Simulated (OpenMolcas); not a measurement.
**Ar V: effect of the active space**

```
Program             : OpenMolcas 26.06
Method              : CASSCF
Basis               : ANO-L-VTZP
Scalar Hamiltonian  : non-relativistic, point nucleus
Spin-orbit coupling : state interaction with AMFI integrals over the reference wave functions, term energies averaged over their components
```

A. 2 electrons in 3 orbitals (3p); 2S+1 = 3 even, 3 roots; 2S+1 = 1 even, 6 roots; cost about 2.6 core-seconds
B. 4 electrons in 4 orbitals (3s 3p); 2S+1 = 3 even, 6 roots; 2S+1 = 1 even, 11 roots; 2S+1 = 5 odd, 1 root; 2S+1 = 3 odd, 9 roots; 2S+1 = 1 odd, 8 roots; cost roughly 15 core-seconds

Energies in cm⁻¹ above 3s² 3p² ³P₀, the measured ground level; measured values from Saloman, J. Phys. Chem. Ref. Data 39, 033101 (2010).

```json
{"Level": "3s² 3p² ³P₀", "A": "0.0", "B": "0.0", "Measured": "0.0"}
{"Level": "3s² 3p² ³P₁", "A": "675", "B": "675", "Measured": "763"}
{"Level": "3s² 3p² ³P₂", "A": "1856", "B": "1822", "Measured": "2029"}
{"Level": "3s² 3p² ¹D₂", "A": "19605", "B": "19585", "Measured": "16299"}
{"Level": "3s² 3p² ¹S₀", "A": "46871", "B": "35869", "Measured": "37912"}
```

Deviations, from unrounded energies. A percentage is the sum of absolute deviations over the sum of measured energies, with the sign that they share, or ± where signs differ.

| Against measurement | Levels | A | B |
| --- | --- | --- | --- |
| mean absolute deviation (cm-1) | 4 | 3100 | 1400 |
| fine structure of the ground term (%) | 2 | -9.4 | -10.6 |
| other terms of the ground configuration (%) | 2 | +22.6 | ±9.8 |

B lies closest to measurement on these levels. The largest miss of B in the table is 3s² 3p² ¹D₂, by +3300 cm-1. The ranking rests on the paired levels alone, and a cruder setting can come out closer through cancelling errors.

Between A and B the level of the table that moves most is 3s² 3p² ¹S₀, by 11000 cm-1 (lowest in B, highest in A).

With the s shell closed, the reference lacks s² → p² mixing (holds for A). Computed and measured levels are paired by configuration, term and J; levels that our copy of the source lacks, or whose pairing is in doubt (as where it misses far off the trend of its configuration), stay unpaired and out of the deviations. Only configurations of the active space appear. Levels that lie high or do not pair safely by name in every column are left out.
